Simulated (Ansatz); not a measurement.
Consider the redistribution: `C[CH2][Sn][OH]` + `[Cl][In]([Cl])[Br]` → `C[CH2][Sn][Cl]` + `[OH][In]([Cl])[Br]`.

Gas-phase electronic energies from Ansatz, PBE0-D4/def2-TZVP geometries. CCSD(T)/CBS adds triple-zeta CCSD(T) − MP2 to the extrapolated MP2 energy (def2 sets, frozen cores). Functionals use def2-TZVPP. HSE06 is defined as in plane-wave codes. Elements past krypton have def2 core potentials. For Br, In, Sn outer-core shells are correlated without core-valence functions, which leaves a few kJ/mol of doubt a bond. Scalar relativity is left out up to krypton. One conformer a species, not always the lowest.

(1) Is it downhill or uphill in electronic energy at CCSD(T)/CBS, and by how much? (Best estimate.)

(2) What do these levels give: r2SCAN-D4, PBE0-D4, r2SCANh-D4, HSE06-D4, B2PLYP, PBE, CAM-B3LYP, LC-ωPBE, RPA@PBE/def2-TZVPP, MP2/def2-SVP, MP2/def2-TZVPP, SCS-MP2/def2-QZVPP? (Estimate.)

Largest T1 diagnostic among the species: 0.016.

Results:

(1) Computed: Uphill: ΔE = +9.5 kJ/mol.

(2) Computed: r2SCAN-D4 12.2, PBE0-D4 10.6, r2SCANh-D4 12.1, HSE06-D4 10.4, B2PLYP 10.9, PBE 10.1, CAM-B3LYP 12.3, LC-ωPBE 12.1, RPA@PBE/def2-TZVPP 12.1, MP2/def2-SVP 16.7, MP2/def2-TZVPP 10.6, SCS-MP2/def2-QZVPP 8.6 kJ/mol.

Leaving LDA and LC-ωPBE aside and taking each functional with its dispersion term where it has one, the values, not all of them listed here, spread over 4.2 kJ/mol, from BLYP-D4 to B97M-V. LDA lies +4.3 kJ/mol from PBE without D4. At CCSD(T), def2-SVP lies +8.1 kJ/mol from the extrapolated value and def2-TZVPP +3.0 kJ/mol.
